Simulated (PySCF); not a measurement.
**Pr⁺ (praseodymium, charge +1) across methods**

[Xe] 4f3 6p1, one real determinant (an excited configuration). All numbers are calculated (PySCF 2.14, scalar relativity by spin-free X2C-1e, in ANO-RCC-VTZP).

| method | E (hartree) | mean ε 5p β (eV) | mean ε 4f α (eV) | mean ε 6p α (eV) | Σ⟨r²⟩ (bohr²) | ⟨S²⟩ |
| --- | --- | --- | --- | --- | --- | --- |
| r2SCAN | -9235.94 | -28.128 | -9.595 | -6.221 | 72.54 | 6.003 |
| PBE | -9235.58 | -27.613 | -9.159 | -6.245 | 72.19 | 6.001 |
| PBE0 | -9235.58 | -29.255 | -11.321 | -6.602 | 72.61 | 6.001 |
| LDA | -9228.37 | -27.810 | -9.150 | -6.229 | 71.57 | 6.001 |

Question: Estimate the same row for UHF.

Answer: E (hartree) = -9232.39946; mean ε 5p β (eV) = -32.945; mean ε 4f α (eV) = -17.436; mean ε 6p α (eV) = -7.305; Σ⟨r²⟩ (bohr²) = 74.88; ⟨S²⟩ = 6.003.

⟨L²⟩ = 36.02 against 56 for a pure K term, so this real determinant mixes terms. Spin-orbit coupling, absent here, splits the open shell strongly.
